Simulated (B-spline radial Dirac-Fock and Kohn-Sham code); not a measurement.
**Kohn-Sham estimates against Dirac-Fock for the levels of Zr⁺**

System: zirconium as Zr⁺, configuration [Kr] 4d2 5s1.

The density-functional columns are spherical, spin-unpolarised Dirac-Kohn-Sham results without Breit or QED terms: −ε is minus the orbital energy of the initial state and ΔSCF the difference of two total energies. The reference in the last column comes from ΔSCF Dirac-Fock with Breit, self-energy and vacuum polarisation, finite nucleus, configuration average. All numbers are from a radial finite-basis atomic code, in eV; a selection of levels is shown. The Kohn-Sham columns are given as differences from the reference. For the 1s level of heavy atoms much of the gap between ΔSCF and the reference is the Breit and QED part, -46.4 eV here; for other levels the error of the functional can be larger.

```
level  LDA −ε − DF  LDA ΔSCF − DF  PBE −ε − DF  PBE ΔSCF − DF  Dirac-Fock
    K       -215.9          +40.7       -190.0          +67.3     18013.5
   L1        -82.3          -38.8        -79.3          -36.1      2554.2
   L2        -59.3           -5.7        -58.4           -4.9      2324.5
   L3        -60.6           -9.0        -59.8           -8.3      2240.0
   M1        -39.9          -24.4        -38.8          -23.4       450.0
   M2        -30.8          -15.2        -30.4          -14.9       363.9
   M3        -30.6          -15.3        -30.3          -15.0       350.1
   M4        -15.3           +0.6        -15.6           +0.2       198.4
   M5        -15.4           +0.4        -15.7            0.0       196.0
   N2         -5.9           +0.5         -6.0           +0.4       46.38
   N3         -5.9           +0.4         -6.0           +0.3       44.61
 N4,5         -3.4           +1.4         -3.6           +1.2       13.58
   O1         -1.7           +1.3         -2.0           +1.0       11.92
```

For the outermost level NIST gives 13.13 eV (measured); the differences from it are LDA −ε -2.92, LDA ΔSCF +0.10, PBE −ε -3.19, PBE ΔSCF -0.19, Dirac-Fock -1.21 eV.

Values without a named source are computed, but for edge energies of neutral atoms, which are taken from tables.
